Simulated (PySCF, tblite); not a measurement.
Isomers of C3H5ClF2O2S, one GFN2-xTB conformer each. Single-point energies are computed at PBE0/pcSseg-1 (PySCF, gas phase, no added dispersion term), electronic only.

```json
{"SMILES": "C[C@@H](F)[C@H](F)S(=O)(=O)Cl", "GFN2-xTB relative energy (kJ/mol)": "35.3"}
{"SMILES": "C[C@](F)(CF)S(=O)(=O)Cl", "GFN2-xTB relative energy (kJ/mol)": "12.7"}
{"SMILES": "CCC(F)(F)S(=O)(=O)Cl", "GFN2-xTB relative energy (kJ/mol)": "15.8"}
{"SMILES": "C[C@H](C(F)F)S(=O)(=O)Cl", "GFN2-xTB relative energy (kJ/mol)": "0.0"}
```

Conformers: `[CH3:1][C@@H:2]([F:3])[C@H:4]([F:5])[S:6](=[O:7])(=[O:8])[Cl:9]` with C1–C2–C4–F5 162°, C2–C4–S6–O7 47°; `[CH3:1][C@:2]([F:3])([CH2:4][F:5])[S:6](=[O:7])(=[O:8])[Cl:9]` with C1–C2–C4–F5 -60°, C1–C2–S6–O7 42°; `[CH3:1][CH2:2][C:3]([F:4])([F:5])[S:6](=[O:7])(=[O:8])[Cl:9]` with C1–C2–C3–F4 173°, C2–C3–S6–O7 -86°; `[CH3:1][C@H:2]([CH:3]([F:4])[F:5])[S:6](=[O:7])(=[O:8])[Cl:9]` with C1–C2–C3–F4 -178°, C1–C2–S6–O7 -45°.

What does PBE0/pcSseg-1 give for the same structures?

```csv
SMILES,PBE0/pcSseg-1 E (Eh),PBE0/pcSseg-1 (kJ/mol),GFN2-xTB (kJ/mol),point group
C[C@H](C(F)F)S(=O)(=O)Cl,-1324.93936,0.0,0.0,C1
CCC(F)(F)S(=O)(=O)Cl,-1324.93307,16.5,15.8,C1
C[C@](F)(CF)S(=O)(=O)Cl,-1324.92462,38.7,12.7,C1
C[C@@H](F)[C@H](F)S(=O)(=O)Cl,-1324.91925,52.8,35.3,C1
```

Both levels put the same isomer lowest; measured from each level's own lowest isomer, the values differ by up to 26.0 kJ/mol (C[C@](F)(CF)S(=O)(=O)Cl: 12.7 against 38.7). As drawn, the lowest has two fluorines on one carbon, which the highest lacks.

Which frontier levels, dipoles and rotational constants go with these structures?

```tsv
SMILES	HOMO (eV, PBE0/pcSseg-1)	LUMO (eV)	dipole (D)	A, B, C (MHz)
C[C@H](C(F)F)S(=O)(=O)Cl	-9.31	-1.67	2.85	1731, 996.8, 766.7
CCC(F)(F)S(=O)(=O)Cl	-9.33	-1.76	3.15	1789, 1070, 903.0
C[C@](F)(CF)S(=O)(=O)Cl	-9.21	-1.60	4.25	1780, 1051, 910.1
C[C@@H](F)[C@H](F)S(=O)(=O)Cl	-9.47	-1.85	1.52	2064, 871.5, 714.1
```

What happens when harmonic zero-point energies from GFN2-xTB frequencies are added?

```
                       SMILES  ZPE (kJ/mol)  electronic (kJ/mol)  with ZPE (kJ/mol)
     C[C@H](C(F)F)S(=O)(=O)Cl         227.5                  0.0                0.0
         CCC(F)(F)S(=O)(=O)Cl         227.5                 16.5               16.5
      C[C@](F)(CF)S(=O)(=O)Cl         225.5                 38.7               36.7
C[C@@H](F)[C@H](F)S(=O)(=O)Cl         227.1                 52.8               52.4
```

The zero-point energies span 2.0 kJ/mol. The order is unchanged.
